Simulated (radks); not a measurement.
Initial-state core-level shifts of the cerium ion Ce3+ when its valence configuration changes from [Xe] 4f1. Calculated with a radial shooting solver on a logarithmic mesh with Libxc functionals: Dirac Kohn-Sham, PBE, spin-unpolarised, spherical densities, finite nucleus; open shells fill j = l - 1/2 first; Fermi nuclear charge, rms radius 4.8771 fm. Shifts are changes of the shell-averaged eigenvalues in eV (positive: less bound); the change of the density at the nucleus, which sets a Mossbauer isomer shift, is in e/bohr^3, on a base of 3.829e+05.

valence           2p       4s      5s      5p  density at nucleus
6s1          -11.800  -12.136  -6.535  -5.621              +69.97
6p1          -12.642  -12.983  -7.330  -6.379              +32.97
5d1           -8.416   -8.926  -3.722  -3.036              +25.13
4f0.5 5d0.5   -4.077   -4.349  -1.850  -1.512              +12.06
4f0.5 6s0.5   -5.699   -5.894  -3.227  -2.778              +33.18
4f0.5 6p0.5   -6.125   -6.322  -3.632  -3.165              +15.72
